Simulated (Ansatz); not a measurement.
```yaml
atoms:
  - { symbol: C, position_ang: [-0.0351, -0.0026, -0.7365] }
  - { symbol: C, position_ang: [-0.0328, -0.0217, 0.7973] }
  - { symbol: O, position_ang: [-0.0158, 1.0540, -1.3110] }
  - { symbol: O, position_ang: [0.0160, -1.0932, 1.3198] }
  - { symbol: H, position_ang: [-0.0497, -0.9753, -1.2493] }
  - { symbol: H, position_ang: [-0.0296, 0.9972, 1.2889] }
```

Basis set: cc-pVDZ (spherical functions). Correlated methods keep 4 orbitals frozen. Charge 0, multiplicity 1.

Computed with Ansatz (development build ahead of 0.2.0); each method stands on the lowest determinant of its kind that the runs found. Restricted open shells among the atoms or ions are ROHF, correlated in semicanonical orbitals with singles.

(1) Give the atomization energy at this shape (free ground-state atoms in the same class of orbitals less the molecule, no zero-point energy) of singlet C₂H₂O₂ by RHF-MP2, RHF.

Results:

(1)

```csv
method,atomization energy
RHF-MP2,26.10 eV
RHF,18.23 eV
```
